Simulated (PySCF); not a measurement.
A GIAO shielding run with PySCF (density fitting, non-relativistic, gas phase) on `O=C/C([SiH3])=C\CC(F)(F)F`, C₅H₇F₃OSi:

```
$ OMP_NUM_THREADS=1 python probes_run.py task.json out

{"job": {"kind": "nmr", "xc": "PBE0", "basis": "pcSseg-1"}, "charge": 0, "multiplicity": 1}
O      0.335644     2.411317     0.802327
C      0.971883     1.403060     0.980561
C      0.998044     0.219714     0.115440
Si     2.624752    -0.759389     0.101804
C     -0.068961    -0.167766    -0.590524
C     -1.415998     0.487881    -0.590723
C     -2.482550    -0.508260    -0.175870
F     -2.566589    -1.555556    -1.012684
F     -2.254320    -1.017981     1.044534
F     -3.702711     0.045358    -0.138462
H      1.645958     1.310835     1.855344
H      2.482265    -1.839663    -0.870535
H      2.844928    -1.279380     1.451861
H      3.704065     0.153458    -0.275258
H     -0.007896    -1.063100    -1.197713
H     -1.451990     1.340310     0.089225
H     -1.663521     0.831192    -1.599238
```

Hardware: 1 thread of an Arm Neoverse N1, shared host. The job also computes population analyses, field gradients.

**Question.** How large is the calculation?

**Answer.** 86 electrons, 212 basis functions and 1122 auxiliary functions.

**Question.** How long does it take, and how much memory does it need?

**Answer.** 90 s of wall time, with 15 SCF cycles and 5 response iterations; peak memory 0.94 GiB. Times on a shared host scatter by some tens of per cent.
